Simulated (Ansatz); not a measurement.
One change: `NC[SiH2][SiH3]` becomes `C#C[SiH2]CN`.

Ansatz, PBE0-D4/def2-TZVP geometries, multiplicity 1. Each molecule was computed in one conformer, which needn't be the lowest.

```json
{"property": "HOMO energy (ωB97M-V/def2-TZVPP) / eV", "`NC[SiH2][SiH3]`": "-9.37"}
{"property": "HOMO energy (PBE/def2-TZVPP) / eV", "`NC[SiH2][SiH3]`": "-5.52"}
{"property": "HOMO–LUMO gap (PBE/def2-TZVPP) / eV", "`NC[SiH2][SiH3]`": "4.88"}
{"property": "size of the dipole moment (PBE/def2-TZVPP) / D", "`NC[SiH2][SiH3]`": "1.63"}
{"property": "HOMO energy (B3LYP/def2-TZVPP) / eV", "`NC[SiH2][SiH3]`": "-6.75"}
{"property": "size of the dipole moment (B3LYP/def2-TZVPP) / D", "`NC[SiH2][SiH3]`": "1.59"}
```

Question: What does the change do to each property? (An estimate is asked.)

Answer: The calculation gave: 
| property | `C#C[SiH2]CN` | shift |
| --- | --- | --- |
| HOMO energy (ωB97M-V/def2-TZVPP) / eV | -9.34 | 0.03 |
| HOMO energy (PBE/def2-TZVPP) / eV | -5.47 | 0.05 |
| HOMO–LUMO gap (PBE/def2-TZVPP) / eV | 4.44 | -0.44 |
| size of the dipole moment (PBE/def2-TZVPP) / D | 1.63 | 0.00 |
| HOMO energy (B3LYP/def2-TZVPP) / eV | -6.71 | 0.04 |
| size of the dipole moment (B3LYP/def2-TZVPP) / D | 1.62 | 0.03 |

Dipoles are sizes alone; their direction can turn.

Positive LUMOs are unbound, so they and the gaps depend on the basis.

B3LYP here is the variant with VWN-RPA as its local correlation; programs differ in this.
